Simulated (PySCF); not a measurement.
Vertical excitation energies

Species: ZrBr2Cl2 (singlet state).
Z-matrix (Å and degrees, PBE0-D3(BJ)/def2-SVP geometry), rows numbered from 1:
```
Zr
Br  1  2.4694
Br  1  2.4658  2  111.23
Cl  1  2.3218  2  109.76  3  -121.09
Cl  1  2.3137  2  108.35  3   117.95
```

Computed, not measured: TDDFT wB97X-D/def2-SVPD, vertical, gas phase, core orbitals frozen in the response, def2 core potentials past Kr (PySCF 2.14.0, density-fitted response routines). Spin–orbit coupling is left out.

| state | E (eV) | E (hartree) | f | main configurations (H = HOMO, L = LUMO) |
| --- | --- | --- | --- | --- |
| S1 | 5.11 | 0.1877 | 0.0017 | H→L+1 (90%) |
| S2 | 5.16 | 0.1897 | 0.0000 | H-1→L (96%) |
| S3 | 5.18 | 0.1905 | 0.012 | H→L (68%), H-2→L+1 (28%) |
| S4 | 5.33 | 0.1961 | 0.0096 | H-2→L (86%) |
| S5 | 5.42 | 0.1993 | 0.023 | H-1→L+1 (78%), H-3→L (15%) |
| S6 | 5.62 | 0.2064 | 0.067 | H-2→L+1 (59%), H→L (22%) |
| S7 | 5.64 | 0.2073 | 0.0021 | H-3→L+1 (62%), H→L+3 (30%) |
| S8 | 5.91 | 0.2174 | 0.0020 | H-1→L+2 (50%), H-4→L (28%) |
| S9 | 5.93 | 0.2178 | 0.0014 | H-4→L+1 (30%), H→L+4 (28%), H-5→L (22%) |
| S10 | 5.95 | 0.2187 | 0.029 | H→L+2 (70%), H-2→L+3 (9%) |

Triplets, Tamm–Dancoff:

| state | E (eV) | λ (nm) | main configurations (H = HOMO, L = LUMO) |
| --- | --- | --- | --- |
| T1 | 4.81 | 257.9 | H→L (89%) |
| T2 | 4.97 | 249.3 | H-1→L+1 (52%), H→L+1 (32%) |
| T3 | 4.99 | 248.5 | H→L+1 (52%), H-1→L+1 (34%) |
| T4 | 5.06 | 245.2 | H-1→L (92%) |

The lowest singlet lies at 5.11 eV (243 nm, ultraviolet) and is very weak; its leading configuration is HOMO→LUMO+1 (90%). The most intense listed level is S6 at 5.62 eV (221 nm, f = 0.067), 0.51 eV above S1. For S1 the Löwdin share of zirconium is at most 4% in HOMO and 71% in LUMO+1 (ligand-to-metal charge transfer by this measure); for S6 the Löwdin share of zirconium is at most 5% in HOMO-2 and 71% in LUMO+1 (ligand-to-metal charge transfer by this measure). Weighted by f, the mean energy of these states is 5.60 eV. Orbital energies (eV): HOMO-3 -11.69, HOMO-2 -11.20, HOMO-1 -11.07, HOMO -10.91, LUMO -1.25, LUMO+1 -1.21, LUMO+2 -0.57. The vertical ionisation energy (ΔSCF) is 11.16 eV, 5.21 eV above S10. Singlets were solved by full linear response, triplets in the Tamm–Dancoff approximation.

Time: 2.5 min of wall time. Hardware: one thread, x86-64 server (shared host).
